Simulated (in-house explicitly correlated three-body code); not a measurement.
Computed with an exponentially correlated three-body code. Model: two electrons around a point charge, non-relativistic, variational in 260 exponentially correlated functions (energies converged to about 1e-7 hartree, or 1e-8 relative for large Z).

Command:
```bash
python run_hyl.py task.json out
```
Settings (lengths in bohr, energies in hartree):
```
Z                      12
screening              0.6
interaction_strength   1
functions              260
states_tried           13
```

Cost of the run: 50 s on 1 thread of Intel(R) Xeon(R) Platinum 8488C (Sapphire Rapids), on a shared host.

**Those bound S and P states to n = 4 that converged, binding against the one-electron ion.**

Given: nuclear charge 12; Yukawa screening of all interactions 0.6 1/bohr.

Computed: one-electron threshold -65.0615657 hartree.

```tsv
term	energy (hartree)	binding (eV)
1 1S	-123.363769	1586.5
2 3S	-75.1844048	275.46
2 1S	-74.7468985	263.55
2 3P	?	?
2 1P	-74.3225324	252
3 3S	-67.2838614	60.472
3 1S	-67.1891048	57.893
3 3P	-67.0826424	54.996
3 1P	-67.0145119	53.142
4 3S	-65.3509666	7.875
4 1S	-65.3301927	7.3097
4 3P	?	?
4 1P	-65.2539498	5.235
```

(1) What belongs in the row 2 3P?

(2) What belongs in the row 4 3P?

**Converged states only, values per electron or pair (inverse distances are <exp(-kr)/r>).**

```json
{"term": "1 1S", "mean r (bohr)": "0.12936", "mean r squared (bohr²)": "0.022418", "mean inverse r (1/bohr)": "11.089", "mean r12 (bohr)": "0.19018", "mean inverse r12 (1/bohr)": "6.6038", "mean cosine": "-0.011042", "mean p1 dot p2 (bohr⁻²)": "1.4725", "delta r1 (bohr⁻³)": "518.25", "delta r12 (bohr⁻³)": "57.989"}
{"term": "2 3S", "mean r (bohr)": "0.33143", "mean r squared (bohr²)": "0.1793", "mean inverse r (1/bohr)": "6.8119", "mean r12 (bohr)": "0.55818", "mean inverse r12 (1/bohr)": "1.605", "mean cosine": "-0.0035853", "mean p1 dot p2 (bohr⁻²)": "0.10464", "delta r1 (bohr⁻³)": "302.11", "delta r12 (bohr⁻³)": "-"}
{"term": "2 1S", "mean r (bohr)": "0.33894", "mean r squared (bohr²)": "0.18906", "mean inverse r (1/bohr)": "6.7892", "mean r12 (bohr)": "0.56695", "mean inverse r12 (1/bohr)": "1.9781", "mean cosine": "-0.005644", "mean p1 dot p2 (bohr⁻²)": "0.12355", "delta r1 (bohr⁻³)": "300.76", "delta r12 (bohr⁻³)": "9.867"}
{"term": "2 3P", "mean r (bohr)": "?", "mean r squared (bohr²)": "?", "mean inverse r (1/bohr)": "?", "mean r12 (bohr)": "?", "mean inverse r12 (1/bohr)": "?", "mean cosine": "?", "mean p1 dot p2 (bohr⁻²)": "?", "delta r1 (bohr⁻³)": "?", "delta r12 (bohr⁻³)": "-"}
{"term": "2 1P", "mean r (bohr)": "0.29854", "mean r squared (bohr²)": "0.14465", "mean inverse r (1/bohr)": "6.7733", "mean r12 (bohr)": "0.48211", "mean inverse r12 (1/bohr)": "2.2139", "mean cosine": "0.054166", "mean p1 dot p2 (bohr⁻²)": "8.7589", "delta r1 (bohr⁻³)": "274.45", "delta r12 (bohr⁻³)": "2.7618"}
{"term": "3 3S", "mean r (bohr)": "0.72926", "mean r squared (bohr²)": "1.0229", "mean inverse r (1/bohr)": "6.037", "mean r12 (bohr)": "1.3411", "mean inverse r12 (1/bohr)": "0.53412", "mean cosine": "-0.00097227", "mean p1 dot p2 (bohr⁻²)": "0.024959", "delta r1 (bohr⁻³)": "280.67", "delta r12 (bohr⁻³)": "-"}
{"term": "3 1S", "mean r (bohr)": "0.7433", "mean r squared (bohr²)": "1.0664", "mean inverse r (1/bohr)": "6.0305", "mean r12 (bohr)": "1.3679", "mean inverse r12 (1/bohr)": "0.61236", "mean cosine": "-0.0014527", "mean p1 dot p2 (bohr⁻²)": "0.03123", "delta r1 (bohr⁻³)": "280.4", "delta r12 (bohr⁻³)": "2.3225"}
{"term": "3 3P", "mean r (bohr)": "0.69956", "mean r squared (bohr²)": "0.9486", "mean inverse r (1/bohr)": "6.0282", "mean r12 (bohr)": "1.2832", "mean inverse r12 (1/bohr)": "0.60967", "mean cosine": "-0.013703", "mean p1 dot p2 (bohr⁻²)": "-1.7216", "delta r1 (bohr⁻³)": "273.72", "delta r12 (bohr⁻³)": "-"}
{"term": "3 1P", "mean r (bohr)": "0.71056", "mean r squared (bohr²)": "0.98121", "mean inverse r (1/bohr)": "6.023", "mean r12 (bohr)": "1.3018", "mean inverse r12 (1/bohr)": "0.66036", "mean cosine": "0.010522", "mean p1 dot p2 (bohr⁻²)": "1.7481", "delta r1 (bohr⁻³)": "274.09", "delta r12 (bohr⁻³)": "0.70203"}
{"term": "4 3S", "mean r (bohr)": "?", "mean r squared (bohr²)": "?", "mean inverse r (1/bohr)": "?", "mean r12 (bohr)": "?", "mean inverse r12 (1/bohr)": "?", "mean cosine": "?", "mean p1 dot p2 (bohr⁻²)": "?", "delta r1 (bohr⁻³)": "?", "delta r12 (bohr⁻³)": "-"}
{"term": "4 1S", "mean r (bohr)": "1.6245", "mean r squared (bohr²)": "5.5372", "mean inverse r (1/bohr)": "5.7821", "mean r12 (bohr)": "3.1266", "mean inverse r12 (1/bohr)": "0.15292", "mean cosine": "-0.00032896", "mean p1 dot p2 (bohr⁻²)": "0.0070304", "delta r1 (bohr⁻³)": "275.46", "delta r12 (bohr⁻³)": "0.51493"}
{"term": "4 3P", "mean r (bohr)": "1.6243", "mean r squared (bohr²)": "5.5917", "mean inverse r (1/bohr)": "5.7773", "mean r12 (bohr)": "3.1267", "mean inverse r12 (1/bohr)": "0.14445", "mean cosine": "-0.0027508", "mean p1 dot p2 (bohr⁻²)": "-0.34343", "delta r1 (bohr⁻³)": "273.98", "delta r12 (bohr⁻³)": "-"}
{"term": "4 1P", "mean r (bohr)": "1.657", "mean r squared (bohr²)": "5.8311", "mean inverse r (1/bohr)": "5.775", "mean r12 (bohr)": "3.1914", "mean inverse r12 (1/bohr)": "0.1523", "mean cosine": "0.0020743", "mean p1 dot p2 (bohr⁻²)": "0.34711", "delta r1 (bohr⁻³)": "274.05", "delta r12 (bohr⁻³)": "0.14724"}
```

(3) What belongs in the row 2 3P?

(4) What belongs in the row 4 3S?

**Electric-dipole lines between converged S and P states, rate of the upper state's decay.**

```json
{"s state": "1 1S", "p state": "2 1P", "p minus s (eV)": "1334.5", "oscillator strength from s": "0.70882", "rate (1/s)": "1.8258e+13"}
{"s state": "1 1S", "p state": "3 1P", "p minus s (eV)": "1533.3", "oscillator strength from s": "0.12004", "rate (1/s)": "4.0822e+12"}
{"s state": "1 1S", "p state": "4 1P", "p minus s (eV)": "1581.2", "oscillator strength from s": "0.023002", "rate (1/s)": "8.3188e+11"}
{"s state": "2 1S", "p state": "2 1P", "p minus s (eV)": "11.548", "oscillator strength from s": "0.067559", "rate (1/s)": "1.303e+08"}
{"s state": "2 1S", "p state": "3 1P", "p minus s (eV)": "?", "oscillator strength from s": "?", "rate (1/s)": "?"}
{"s state": "2 1S", "p state": "4 1P", "p minus s (eV)": "258.32", "oscillator strength from s": "0.046141", "rate (1/s)": "4.4533e+10"}
{"s state": "3 1S", "p state": "2 1P", "p minus s (eV)": "-194.11", "oscillator strength from s": "-0.0482", "rate (1/s)": "7.8805e+10"}
{"s state": "3 1S", "p state": "3 1P", "p minus s (eV)": "4.7509", "oscillator strength from s": "0.2012", "rate (1/s)": "6.5687e+07"}
{"s state": "3 1S", "p state": "4 1P", "p minus s (eV)": "52.658", "oscillator strength from s": "0.19845", "rate (1/s)": "7.9594e+09"}
{"s state": "4 1S", "p state": "2 1P", "p minus s (eV)": "-244.69", "oscillator strength from s": "-0.0067009", "rate (1/s)": "1.741e+10"}
{"s state": "4 1S", "p state": "3 1P", "p minus s (eV)": "-45.833", "oscillator strength from s": "-0.092746", "rate (1/s)": "8.4538e+09"}
{"s state": "4 1S", "p state": "4 1P", "p minus s (eV)": "2.0747", "oscillator strength from s": "0.50336", "rate (1/s)": "3.1338e+07"}
{"s state": "2 3S", "p state": "2 3P", "p minus s (eV)": "15.073", "oscillator strength from s": "0.084082", "rate (1/s)": "2.763e+08"}
{"s state": "2 3S", "p state": "3 3P", "p minus s (eV)": "220.46", "oscillator strength from s": "0.3047", "rate (1/s)": "2.142e+11"}
{"s state": "2 3S", "p state": "4 3P", "p minus s (eV)": "269.84", "oscillator strength from s": "0.045246", "rate (1/s)": "4.7653e+10"}
{"s state": "3 3S", "p state": "2 3P", "p minus s (eV)": "-199.91", "oscillator strength from s": "-0.049732", "rate (1/s)": "8.6244e+10"}
{"s state": "3 3S", "p state": "3 3P", "p minus s (eV)": "5.4754", "oscillator strength from s": "0.22367", "rate (1/s)": "9.6991e+07"}
{"s state": "3 3S", "p state": "4 3P", "p minus s (eV)": "54.857", "oscillator strength from s": "0.19142", "rate (1/s)": "8.3319e+09"}
{"s state": "4 3S", "p state": "2 3P", "p minus s (eV)": "-252.51", "oscillator strength from s": "-0.0069123", "rate (1/s)": "1.9124e+10"}
{"s state": "4 3S", "p state": "3 3P", "p minus s (eV)": "?", "oscillator strength from s": "?", "rate (1/s)": "?"}
{"s state": "4 3S", "p state": "4 3P", "p minus s (eV)": "2.2603", "oscillator strength from s": "0.52413", "rate (1/s)": "3.8732e+07"}
```

(5) What belongs in the row 2 1S 3 1P?

(6) What belongs in the row 4 3S 3 3P?

**Static dipole response.**

| state | polarisability (bohr³) |
| --- | --- |
| 1 1S | 0.00049714 |
| 2 1S | 0.38345 |
| 2 3S | 0.28142 |

Results:

(1) energy (hartree): -74.6304945; binding (eV): 260.38.

(2) energy (hartree): -65.2679012; binding (eV): 5.6147.

(3) mean r (bohr): 0.2926; mean r squared (bohr²): 0.13809; mean inverse r (1/bohr): 6.7909; mean r12 (bohr): 0.48898; mean inverse r12 (1/bohr): 1.9814; mean cosine: -0.070331; mean p1 dot p2 (bohr⁻²): -9.0505; delta r1 (bohr⁻³): 272.43.

(4) mean r (bohr): 1.587; mean r squared (bohr²): 5.2726; mean inverse r (1/bohr): 5.7851; mean r12 (bohr): 3.0519; mean inverse r12 (1/bohr): 0.13848; mean cosine: -0.00022578; mean p1 dot p2 (bohr⁻²): 0.005615; delta r1 (bohr⁻³): 275.54.

(5) p minus s (eV): 210.41; oscillator strength from s: 0.31833; rate (1/s): 2.0384e+11.

(6) p minus s (eV): -47.121; oscillator strength from s: -0.098047; rate (1/s): 9.4467e+09.
